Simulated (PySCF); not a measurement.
C₃H₁₂Si₃.
InChI=1S/C3H12Si3/c1-2-6-3(4)5/h2-3H,1,6H2,4-5H3

Torsions of this conformer, `[CH2:1]=[CH:2][SiH2:3][CH:4]([SiH3:5])[SiH3:6]`: C1–C2–Si3–C4 119°, C2–Si3–C4–Si5 174°.

The closed-shell ground state was solved at several levels (PySCF, density fitting, gas phase, non-relativistic). Isolated species at its PBE0-D3(BJ)/def2-SVP geometry (one conformer only).

```csv
level,basis functions,HOMO (eV),LUMO (eV),gap (eV),dipole (D)
CAM-B3LYP/def2-SVPD,228,-9.27,0.48,9.75,1.17
KT3/pcSseg-1,183,-6.85,-1.51,5.34,1.11
```

(1) What might PBE0/pcSseg-1 (183 basis functions) give for the same quantities?

(2) Over all these levels, which gives the widest orbital gap and which the narrowest?

(3) How far do the dipole and the HOMO energy spread over the levels?

Answers

(1) HOMO -7.99 eV, LUMO -0.61 eV, gap 7.38 eV, dipole 1.18 D.

(2) CAM-B3LYP/def2-SVPD (range-separated hybrid) has the widest, 9.75 eV, and KT3/pcSseg-1 (GGA) the narrowest, 5.34 eV. Functional and basis both differ between the two, so the spread mixes both effects.

(3) The dipole runs from 1.11 to 1.18 D (mean 1.15 D) and the HOMO from -9.27 to -6.85 eV.
